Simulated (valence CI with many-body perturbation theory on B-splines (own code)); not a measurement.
# Questions on Zn XVII

Computed by valence CI with perturbative core correlation (CI+MBPT): four valence electrons over a frozen Dirac-Fock core [Ne], a basis of 9 s, 9 p, 8 d, 6 f, 3 g, 1 h functions for each j, with the one-electron correlation potential Σ1, the two-electron term Σ2, the three-electron term Σ3, Breit, model QED; selected CI, second order for the rest, scaled by the run's own slope (own B-spline code, finite nucleus).

No measured levels were compared; by estimate levels of excited configurations hold to 0.05 to 0.15 % of their energy, terms of the ground configuration to about 0.5 %.

Rates and lifetimes use the calculated energies. Strong lines usually hold to 10 to 20 %, long lifetimes can be off by a factor of two.

**Question.** What is the ground level?

**Answer.** 3s2.3p2 3P_0, composition 90 % 3s2.3p2 3P + 7 % 3s2.3p2 1S.

**Question.** Name the longest-lived excited levels whose lifetime is computed, and their main decay.

**Answer.** 3s2.3p2 3P_2 at 38875 cm⁻¹ lives 23.2 ms, mostly by M1 to 3s2.3p2 3P_1; 3s2.3p2 3P_1 at 22950 cm⁻¹ lives 4.96 ms, mostly by M1 to 3s2.3p2 3P_0; 3s2.3p2 1D_2 at 82740 cm⁻¹ lives 838 μs, mostly by M1 to 3s2.3p2 3P_1. The lifetime of 3s2.3p.3d 3F°_4 is too uncertain to give, and may be longer.

**Question.** What are the static dipole polarisabilities of the lowest levels?

**Answer.** 3s2.3p2 3P_0 0.173; 3s2.3p2 3P_1 0.176 (tensor 0.0075); 3s2.3p2 3P_2 0.176 (tensor -0.0057); 3s2.3p2 1D_2 0.177 (tensor 0.022) bohr³, of which the core gives 0.00282.

**Question.** How is the term 3P of the ground level split?

**Answer.** J = 0 at 0, J = 1 at 22950, J = 2 at 38875 cm⁻¹.

**Question.** Among levels below 862210 cm⁻¹, which E1 lines absorb most strongly from the ground level?

**Answer.** to 3s2.3p.3d 3D°_1 at 15.64 nm, f = 0.771; to 3s.3p3 3S°_1 at 18.33 nm, f = 0.148; to 3s.3p3 3D°_1 at 25.80 nm, f = 0.0833.

**Question.** How well does LS coupling describe the low levels?

**Answer.** Among the lowest 20 levels the leading LS term, summed over configurations, holds 85 % on average. For single configurations the figures are 78 % in LS and 68 % in jj coupling. Terms mix most in the J = 2 level at 628360 cm⁻¹, where the leading one holds 52 %.

**Question.** Where does the other parity begin?

**Answer.** At 3s.3p3 5S°_2, 299190 cm⁻¹.
